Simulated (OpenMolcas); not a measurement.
An atom or ion with 48 electrons was computed by XMS-RASPT2, IPEA 0.25 Eh, imaginary shift 0.1 Eh with spin-orbit coupling (OpenMolcas, ANO-RCC-VTZP, DKH2). The lowest levels that the run gave, each within 12 % of the measured value where one is at hand:

```tsv
J	Parity	E (cm-1)	g
0	even	0.0	
0	odd	43060	
1	odd	43930	1.499
2	odd	45870	1.501
1	odd	62840	1.002
```

Problem. Which ion is it, and what are the configurations and terms?

Solution. In+ (Z = 49, charge +1; active space 2 electrons in 9 orbitals (RAS2 5s 5p; RAS3 5d, at most 2 electrons)). J, parity and g give the terms where levels are pure, and mixed ones are named by the computed weights; the size of the splittings, set against known spectra of the 48-electron sequence, gives the charge. In order, with the measured energies in cm-1 (NIST Handbook of Basic Atomic Spectroscopic Data): 5s2 1S0, 5s 5p 3P* 0 (42276), 5s 5p 3P* 1 (43351), 5s 5p 3P* 2 (45830), 5s 5p 1P* 1 (63038).

CASPT2 breaks the degeneracy within a term, and the mean is taken; among the terms shown or strongly mixed into the levels shown the widest spread is 88 cm-1 (5s 5p 1P*). Active for correlation alone: 5d; no level in the range computed is led by a configuration that fills it, so any true level of that kind is missing. Computed and measured levels are paired by configuration, term and J; levels that our copy of the source lacks, or whose pairing is in doubt (as where it misses far off the trend of its configuration), stay unpaired and out of the deviations. Only configurations of the active space appear.

* marks odd parity.
